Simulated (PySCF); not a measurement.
Ionisation energy of Pb²⁺ by level of theory

Pb²⁺ [Xe] 4f14 5d10 6s2 → Pb³⁺ [Xe] 4f14 5d10 6s1 [6s1/2^1, M_J = 1/2], as a difference of total energies. Computed with PySCF 2.14 in x2c-QZVPPall-2c (16s16p12d7f1g, 182 functions), with the two-component X2C-1e Hamiltonian. Correlated levels: [Kr] 4d10 4f14 frozen; the 58 highest virtual spinors dropped. "Screened" scales the spin-orbit matrix elements by Boettger's factors to mimic the two-electron term; Breit and QED terms are absent.

| method | ionisation energy (eV) |
| --- | --- |
| GHF (spin-free) | 29.789 |
| GMP2 (spin-free) | 32.024 |
| GHF (screened spin-orbit) | 29.810 |
| GMP2 (screened spin-orbit) | 32.057 |

Q: How much does correlation contribute at GMP2 (screened spin-orbit)?

A: 32.057 − (29.810) = 2.247 eV, measured against GHF (screened spin-orbit).

For comparison: 31.937 eV (measured; NIST Atomic Spectra Database, ionization energies).
